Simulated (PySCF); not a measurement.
# Ionisation energy of Ga²⁸⁺ by level of theory

Ga²⁸⁺ [He] 2s1 (2S) → Ga²⁹⁺ 1s2 (1S), as a difference of total energies. All numbers are calculated (PySCF 2.14, the spin-free X2C one-electron Hamiltonian (Gaussian nucleus), in an uncontracted even-tempered set (19 s from 8.1 bohr⁻², ratio 2.2; 8 p from 13 bohr⁻², ratio 2.4; 5 d from 38 bohr⁻², ratio 2.4; 5 f from 57 bohr⁻², ratio 2.4; 4 g from 85 bohr⁻², ratio 2.4)). Correlated levels: nothing frozen; virtual orbitals above 40 to 60 times the deepest correlated orbital energy dropped. The calculations carry no spin-orbit coupling.

```json
{"method": "UHF", "ionisation energy (eV)": "2985.6"}
{"method": "LDA", "ionisation energy (eV)": "2982.2"}
{"method": "PBE", "ionisation energy (eV)": "2988.3"}
{"method": "PBE0", "ionisation energy (eV)": "2987.7"}
{"method": "r2SCAN", "ionisation energy (eV)": "2984.1"}
{"method": "BHandHLYP", "ionisation energy (eV)": "2987.8"}
{"method": "r2SCAN0", "ionisation energy (eV)": "2984.6"}
{"method": "MP2 (all electrons)", "ionisation energy (eV)": "2985.8"}
{"method": "SCS-MP2 (all electrons)", "ionisation energy (eV)": "2985.8"}
```

For this ion Breit and QED terms and the two-electron picture change, all absent here, outweigh the differences among the correlated methods.

For comparison: 2984.4 eV (theoretical estimate listed by NIST; NIST Atomic Spectra Database, ionization energies).
